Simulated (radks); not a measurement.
Spherical quantum dot in the effective-mass picture: electrons in a parabolic well V = omega^2 r^2 / 2 with omega = 3.42, all in effective atomic units (hartree* = m*/eps^2 hartree, bohr* = eps/m* bohr), one dielectric constant everywhere. Method: non-relativistic Kohn-Sham, PBEsol, spin-polarised, spherical densities; computed with a radial shooting solver with Libxc functionals. Levels are named by radial order and angular momentum (1s, 1p, 1d, 2s, ...), and open shells are averaged over m. Results are scaled to m* = 0.39 and eps = 6.9, for which hartree* = 222.9 meV and bohr* = 0.9362 nm.

N = 16, configuration 1s2 1p6 1d(up 5, down 3). This is the lowest configuration that the search found. Occupied and some empty levels:

level    occupation  eigenvalue (meV)  <r> (nm)
1s up             1            4466.0    0.7038
1s down           1            4477.0    0.7004
1p up             3            4972.0    0.9080
1p down           3            4987.5    0.9065
1d up             5            5511.9     1.058
1d down           3            5529.1     1.058
2s up             0            5569.5    0.9520
2s down           0            5581.0    0.9537
1f up             0            6084.0     1.180
1f down           0            6101.0     1.181
2p up             0            6177.8     1.082
2p down           0            6189.2     1.083

Energy (meV): total 58856.2, kinetic 12890, external 23964, Hartree 25056, exchange-correlation -3053.6.

Electron density:

r (nm)  n(r) (e/nm^3)
0.0906          1.463
0.191           1.587
0.292           1.784
0.393           2.024
0.494           2.254
0.595           2.411
0.696           2.439
0.797           2.309
0.898           2.028
0.998           1.644
1.10            1.222
1.20           0.8295
1.30           0.5129
1.40           0.2899
1.50           0.1483
1.60          0.06911
1.70          0.02936
1.81          0.01146
1.91         0.004038
2.01         0.001299
